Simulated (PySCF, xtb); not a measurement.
Dissociation curve of SMILES N[SiH3]. The N2–H7 bond (N2 also carries H, Si; H7 carries nothing else) is stretched with both fragments frozen at the PBE0/def2-TZVP optimised geometry.

- UKS-B3LYP/6-31G* = unrestricted B3LYP/6-31G*, spherical d in PySCF
- RHF/3-21G = PySCF 2.14.0 with restricted Hartree-Fock/3-21G
- RHF/cc-pVDZ (PySCF)
- GFN1-xTB (xtb)
- RKS-B3LYP/6-311+G** = restricted B3LYP/6-311+G**, spherical d (PySCF 2.14.0)

Energies are in mEh, each relative to the lowest point of its own curve near equilibrium.

```tsv
R / Å	UKS-B3LYP/6-31G*	RHF/3-21G	RHF	GFN1-xTB	RKS-B3LYP/6-311+G**
0.80	62.0	59.4	60.2	60.1	59.8
0.85	32.0	29.9	30.2	30.0	30.7
0.91	11.0	9.7	9.7	9.9	10.4
0.94	5.2	4.2	4.1	4.5	4.8
0.97	1.7	1.1	1.0	1.3	1.5
1.01	0.0	0.0	0.0	0.0	0.0
1.04	0.6	1.0	1.2	0.7	0.7
1.06	1.7	2.5	2.7	1.7	1.9
1.12	7.6	9.5	10.1	7.3	8.0
1.17	14.9	17.7	18.7	13.9	15.5
1.25	29.2	33.9	35.5	26.8	30.0
1.35	49.4	57.0	59.2	45.5	50.7
1.52	84.8	98.8	101.0	78.3	86.8
1.64	108.4	127.9	129.3	100.1	110.8
1.83	141.3	171.0	170.2	131.0	144.6
2.01	161.0	207.3	203.9	155.4	171.3
2.24	172.6	247.0	240.1	179.9	198.3
2.50	177.5	283.7	272.8	199.9	220.6
2.69	178.9	305.6	292.1	210.3	232.5
3.03	180.0	336.1	318.7	222.6	247.2
3.51	180.6	364.0	343.9	231.1	258.9
```

At the longest distance, 3.51 Å, RHF/3-21G lies highest above its minimum (364.0 mEh) and UKS-B3LYP/6-31G* lowest (180.6 mEh).

The unrestricted determinant behind UKS-B3LYP/6-31G* is spin-contaminated at 1.83 to 3.51 Å (<S²> up to 1.0, against 0.00 for a pure singlet). The restricted form behind RHF/3-21G, RHF, RKS-B3LYP/6-311+G** keeps the bonding electrons paired and can't separate into open-shell fragments.
